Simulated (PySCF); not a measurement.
# Dipole response of Al²⁺ (aluminium, charge +2)

[Ne] 3s1, 2S determinant. All numbers are calculated (PySCF 2.14, the non-relativistic Hamiltonian (point nucleus), in aug-cc-pwCVQZ (10s9p7d5f3g, 134 functions)). Coupled (time-dependent) response in atomic units; α is the mean over directions.

```csv
method,mean α (bohr³),C₆ (like pair),S(−4)
UHF,15.43,43.97,271.2
PBE,13.64,36.55,214.8
PBE0,14.17,38.68,231.5
```

S(−4) is the Cauchy moment in α(ω) = α(0) + S(−4) ω² + …

α(iu) at PBE:

```json
{"u (hartree)": "0", "α(iu) (bohr³)": "13.64"}
{"u (hartree)": "0.0500", "α(iu) (bohr³)": "13.12"}
{"u (hartree)": "0.100", "α(iu) (bohr³)": "11.79"}
{"u (hartree)": "0.200", "α(iu) (bohr³)": "8.425"}
{"u (hartree)": "0.300", "α(iu) (bohr³)": "5.770"}
{"u (hartree)": "0.500", "α(iu) (bohr³)": "2.988"}
{"u (hartree)": "0.750", "α(iu) (bohr³)": "1.652"}
{"u (hartree)": "1.00", "α(iu) (bohr³)": "1.091"}
{"u (hartree)": "1.50", "α(iu) (bohr³)": "0.6379"}
{"u (hartree)": "2.00", "α(iu) (bohr³)": "0.4544"}
{"u (hartree)": "3.00", "α(iu) (bohr³)": "0.2915"}
{"u (hartree)": "5.00", "α(iu) (bohr³)": "0.1627"}
```

For an ion, C₆ is the dispersion term alone; charge-induced terms of lower order in 1/R come first.
